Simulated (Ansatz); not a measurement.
C3H9BO2 (`CC(C)B(O)O`), relaxed with RKS PBE0-D4/def2-TZVP in Ansatz 0.2.0 from a PBE-D4/def2-SVP geometry. The force threshold is 0.005 eV/Å; the program also tests the step.

Charge 0, multiplicity 1.

Start:

```xyz
15

C    -0.665    0.963   -1.134
C    -0.260   -0.326   -0.389
C    -1.371   -0.809    0.553
B     1.137   -0.107    0.336
O     1.184   -0.116    1.713
O     2.241    0.104   -0.462
H    -1.603    0.819   -1.712
H    -0.847    1.797   -0.422
H     0.122    1.292   -1.842
H    -0.079   -1.107   -1.165
H    -1.104   -1.762    1.053
H    -1.571   -0.069    1.355
H    -2.324   -0.971    0.005
H     2.070    0.040    2.086
H     3.070    0.253    0.025
```

Task: By how much does the energy fall, and how many steps does the optimiser take? (Estimate.)

Result: Computed: 0.05 eV, in 6 steps.

Task: Which bonds change most? (Best estimate.)

Result: The calculation gave: C1–H7 from 1.111 to 1.094 Å; C2–H10 from 1.116 to 1.099 Å; C3–H12 from 1.110 to 1.093 Å; C1–H8 from 1.111 to 1.095 Å.

Task: Give the relaxed structure. (Estimate.)

Result: Computed: 
```xyz
15

C    -0.665    0.956   -1.121
C    -0.255   -0.325   -0.386
C    -1.363   -0.800    0.544
B     1.131   -0.109    0.334
O     1.184   -0.112    1.702
O     2.232    0.094   -0.456
H    -1.588    0.802   -1.687
H    -0.849    1.772   -0.415
H     0.108    1.286   -1.819
H    -0.085   -1.094   -1.153
H    -1.101   -1.736    1.044
H    -1.562   -0.062    1.326
H    -2.295   -0.962   -0.006
H     2.051    0.040    2.084
H     3.057    0.249    0.009
```
